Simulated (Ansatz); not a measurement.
Saddle point of BSiH₅F₂, singlet (BSiH₃F₂ ([F][B]([F])[SiH3]) + H₂ → BHF₂ ([F][BH][F]) + SiH₄; bonds formed: B1–H6, Si2–H5; bonds broken: B1–Si2, H5–H6), PBE0-D4/def2-TZVP structure:

| atom | x (Å) | y (Å) | z (Å) |
| --- | --- | --- | --- |
| B1 | -0.5507 | -0.9028 | 0.1411 |
| Si2 | 0.3953 | 1.0558 | -0.2302 |
| F3 | -0.9175 | -1.4005 | -1.0654 |
| F4 | -1.4889 | -0.7121 | 1.1008 |
| H5 | 0.6806 | -0.7853 | 0.4279 |
| H6 | 0.3715 | -1.7551 | 0.6547 |
| H7 | -0.8233 | 1.6988 | -0.7823 |
| H8 | 0.8506 | 1.7606 | 0.9954 |
| H9 | 1.4826 | 1.0408 | -1.2422 |

Energies are electronic, without zero-point energy. Barriers and step energies count from the start structure reached by relaxing down the imaginary mode; all methods use the PBE0-D4 structures, on which another method's saddle can fall below an end. Program: Ansatz 0.2.0. Basis: def2-TZVPP, with def2-QZVPP for the basis limit. Cores are frozen in the correlated methods. B3LYP uses VWN-RPA correlation. Extrapolation: Hartree–Fock as exp(−7.88 √X), correlation as X^−2.97.

```
      method  barrier (eV)  step energy (eV)
       SPW92         0.931            -0.377
      PBE-D4         1.324            -0.358
     BLYP-D4         1.589            -0.432
   r2SCAN-D4         1.443            -0.436
      B97M-V             ?            -0.488
     PBE0-D4         1.448            -0.432
    B3LYP-D4         1.654            -0.492
  r2SCAN0-D4         1.534            -0.487
    BHLYP-D4         1.822            -0.579
CAM-B3LYP-D4         1.693            -0.532
     wB97X-V             ?            -0.480
     wB97M-V         1.675            -0.509
      B2PLYP         1.736            -0.536
    PBE-QIDH         1.624            -0.506
  RPA on PBE             ?            -0.520
          HF         2.378            -0.740
         MP2         1.761            -0.534
        CCSD         1.851            -0.557
     CCSD(T)         1.780            -0.516
```

Problem. Fill in the withheld barriers. (Judge from chemistry; the value comes from the calculation.)

Solution. By the calculation: B97M-V 1.471; wB97X-V 1.713; RPA on PBE 1.793 eV. Each is the energy of the saddle less that of the start structure, by the same method.

For comparison, the barrier by CCSD(T) at an estimated basis limit (MP2 extrapolated from triple and quadruple zeta, plus CCSD(T) − MP2 in triple zeta) is 1.769 eV.

No T1 diagnostic of these runs exceeds 0.014.

Labels in which every atom is bracketed show which atoms are joined, not bond orders.

For scale, one of the runs: CCSD(T)/def2-TZVPP, 205 basis functions, launched by `ansatz run in.yaml --threads 4 --pin off --events-out ev --progress --plain --max-ram 9574MiB`. Time: 57 s of wall clock on 4 CPU threads of an Arm Neoverse V1; the host was shared. Peak host memory: 2.7 GiB.
